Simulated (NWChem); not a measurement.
System meant: ZnNH3O; SMILES [OH][Zn][NH2]

Input file for NWChem:

```
start job
memory heap 200 mb stack 900 mb global 1100 mb
geometry units angstroms noautoz
  Zn    -0.208599    -0.039458     0.014138
  O     -0.378431    -1.802472     0.036935
  H      0.448363    -2.289039    -0.029740
  N     -0.303308     1.770890     0.005751
  H     -0.008376     2.242189    -0.846109
  H      0.134417     2.258383     0.783883
end
basis spherical
  * library def2-svp
end
dft
  odft
  mult 2
  xc xpbe96 cpbe96
  iterations 150
  mulliken
end
task dft energy
```

End of the output:

```
 Summary of "ao basis" -> "" (spherical)
 ------------------------------------------------------------------------------
       Tag                 Description            Shells   Functions and Types
 ---------------- ------------------------------  ------  ---------------------
 *                          def2-svp                  on all atoms

  pbe96 is a nonlocal functional; adding pw91lda local functional.

                                 NWChem DFT Module
                                 -----------------

 Summary of "ao basis" -> "ao basis" (spherical)
 ------------------------------------------------------------------------------
       Tag                 Description            Shells   Functions and Types
 ---------------- ------------------------------  ------  ---------------------
 Zn                         def2-svp                11       31   5s3p2d1f
 O                          def2-svp                 6       14   3s2p1d
 H                          def2-svp                 3        5   2s1p
 N                          def2-svp                 6       14   3s2p1d

 Summary of "ao basis" -> "ao basis" (spherical)
 ------------------------------------------------------------------------------
       Tag                 Description            Shells   Functions and Types
 ---------------- ------------------------------  ------  ---------------------
 Zn                         def2-svp                11       31   5s3p2d1f
 O                          def2-svp                 6       14   3s2p1d
 H                          def2-svp                 3        5   2s1p
 N                          def2-svp                 6       14   3s2p1d

  number of electrons :                   48
  multiplicity        :                    2
 ------------------------------------------------------------------------
  no. of electrons and multiplicity not compatible                  48
 ------------------------------------------------------------------------
 ------------------------------------------------------------------------
  current input line :
    21: task dft energy
 ------------------------------------------------------------------------
 ------------------------------------------------------------------------
 There is an error in the input file
 ------------------------------------------------------------------------
 For more information see the NWChem manual at https://nwchemgit.github.io

0: no. of electrons and multiplicity not compatible:Received an Error in Communication
```

Problem. Find the fault in this run and fix the input.

Solution. The input was rejected before any calculation. Cause: the multiplicity doesn't fit the number of electrons (an even count wants an odd multiplicity, and the reverse). This input runs:
```
start job
memory heap 200 mb stack 900 mb global 1100 mb
geometry units angstroms noautoz
  Zn    -0.208599    -0.039458     0.014138
  O     -0.378431    -1.802472     0.036935
  H      0.448363    -2.289039    -0.029740
  N     -0.303308     1.770890     0.005751
  H     -0.008376     2.242189    -0.846109
  H      0.134417     2.258383     0.783883
end
basis spherical
  * library def2-svp
end
dft
  xc xpbe96 cpbe96
  iterations 150
  mulliken
end
task dft energy
```
It converges to -1910.40577 Ha (PBE/def2-SVP).
